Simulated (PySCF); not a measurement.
Spinor energies of Mn¹²⁺ (manganese, charge +12)

Start: [Ne] 3s2 3p1; 3p1/2 filled at m_j = +1/2. Calculated with PySCF 2.14 in an even-tempered Gaussian basis (19 s from 0.88 bohr⁻², ratio 2.4; 13 p from 1.1 bohr⁻², ratio 2.4; 5 d from 4.8 bohr⁻², ratio 2.6; 4 f from 7.2 bohr⁻², ratio 2.6): generalised Hartree-Fock with the X2C-1e Hamiltonian and a Gaussian nucleus; one run each with spin-orbit coupling (SO) switched off, then screened by Boettger's factors.

```csv
spinor shell,electrons,"ε, spin-free (eV)","ε, screened SO (eV)",weight of nominal j (screened SO),"rms radius, screened SO (bohr)"
1s1/2,2,-6946.4,-6946.2,1.000,0.0703
2s1/2,2,-1137.0,-1136.9,1.000,0.298
2p1/2,2,-1011.4,-1019.7,1.000,0.267
2p3/2,4,-1011.4,-1007.1,1.000,0.271
3s1/2,2,-371.63,-371.55,0.999,0.782
3p1/2,1,-341.85,-343.14,0.997,0.782
```

| quantity | spin-free | screened SO |
| --- | --- | --- |
| E (hartree) | -1096.95103 | -1097.01365 |
| M_J | 1/2 | 1/2 |
| ⟨J²⟩ | 1.078 | 0.763 |
| ⟨L²⟩ | 2.012 | 2.011 |
| ⟨S²⟩ | 0.754 | 0.754 |

Each row is a mean over spinors that exchange with the open shell spreads, by up to 4.213 eV (2p1/2).

Without spin-orbit coupling the j labels of p, d and f shells carry no meaning; the spin-free column gives the mean over the occupied spinors of each nl shell, and its ⟨J²⟩ belongs to a mixture of degenerate components.
